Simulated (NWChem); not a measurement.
System meant: MoNH2S2F; SMILES [S]=[Mo]([NH2])(=[S])[F]

The following NWChem deck was run.

```
start job
memory heap 200 mb stack 900 mb global 1100 mb
geometry units angstroms noautoz
  Mo    -0.194766    -0.007478     0.000000
  S      1.001064    -0.040963    -1.729553
  S      1.001064    -0.040963     1.729553
  F     -1.369364    -1.431431     0.000000
  N     -1.147496     1.630545     0.000000
  H     -1.365918     2.157960    -0.842523
  H     -1.365918     2.157960     0.842523
end
basis spherical
  Mo library def2-svp
  S library def2-svp
  F library def2-svp
  N library def2-svp
  H library def2-svp
end
ecp
  Mo library def2-ecp
end
dft
  xc xpbe96 cpbe96
  iterations 4
  mulliken
end
task dft energy
```

End of the output:

```
    Atom       Charge   Shell Charges
 -----------   ------   -------------------------------------------------------
    1 Mo  14    14.63   0.00  0.98  0.93  0.35  0.14  5.64  1.02  0.49  3.33  1.64  0.09
    2 S   16    15.72   2.00  1.96  0.98  0.65  5.81  1.89  2.38  0.05
    3 S   16    15.72   2.00  1.96  0.98  0.65  5.81  1.89  2.38  0.05
    4 F    9     9.06   1.98  1.02  0.76  3.14  2.15  0.01
    5 N    7     7.10   1.97  0.73  0.42  2.29  1.67  0.03
    6 H    1     0.89   0.58  0.19  0.13
    7 H    1     0.89   0.58  0.19  0.13

 center of mass
 --------------
 x =  -0.01840365 y =  -0.05631329 z =   0.00000000

 moments of inertia (a.u.)
 ------------------
         993.250475958590           0.000000000000           0.000000000000
           0.000000000000        1137.382150619569           0.000000000000
           0.000000000000           0.000000000000         754.270654134123

     Multipole analysis of the density
     ---------------------------------

     L   x y z        total         alpha         beta         nuclear
     -   - - -        -----         -----         ----         -------
     0   0 0 0     -0.000000    -32.000000    -32.000000     64.000000

     1   1 0 0     -0.734916     -5.764642     -5.764642     10.794368
     1   0 1 0      0.972320      0.287643      0.287643      0.397034
     1   0 0 1     -0.000000     -0.000000     -0.000000      0.000000

     2   2 0 0    -45.459621   -133.260186   -133.260186    221.060750
     2   1 1 0     -3.454290      4.953678      4.953678    -13.361645
     2   1 0 1     -0.000000     -0.000000     -0.000000      0.000000
     2   0 2 0    -40.352054   -103.765685   -103.765685    167.179316
     2   0 1 1      0.000000      0.000000      0.000000      0.000000
     2   0 0 2    -44.932821   -195.918369   -195.918369    346.903917

 ------------------------------------------------------------------------
 dft energy failed                                                                                  0
 ------------------------------------------------------------------------
 ------------------------------------------------------------------------
  current input line :
    27: task dft energy
 ------------------------------------------------------------------------
 ------------------------------------------------------------------------
 This type of error is most commonly associated with calculations not reaching convergence criteria
 ------------------------------------------------------------------------
 For more information see the NWChem manual at https://nwchemgit.github.io

0:dft energy failed:Received an Error in Communication
```

What is wrong, and how is it mended?

Convergence was not reached. Cause: the SCF was allowed too few iterations. This input runs:
```
start job
memory heap 200 mb stack 900 mb global 1100 mb
geometry units angstroms noautoz
  Mo    -0.194766    -0.007478     0.000000
  S      1.001064    -0.040963    -1.729553
  S      1.001064    -0.040963     1.729553
  F     -1.369364    -1.431431     0.000000
  N     -1.147496     1.630545     0.000000
  H     -1.365918     2.157960    -0.842523
  H     -1.365918     2.157960     0.842523
end
basis spherical
  Mo library def2-svp
  S library def2-svp
  F library def2-svp
  N library def2-svp
  H library def2-svp
end
ecp
  Mo library def2-ecp
end
dft
  xc xpbe96 cpbe96
  iterations 150
  mulliken
end
task dft energy
```
It converges to -1019.73571 Ha (PBE/def2-SVP with def2 effective core potentials on Mo).
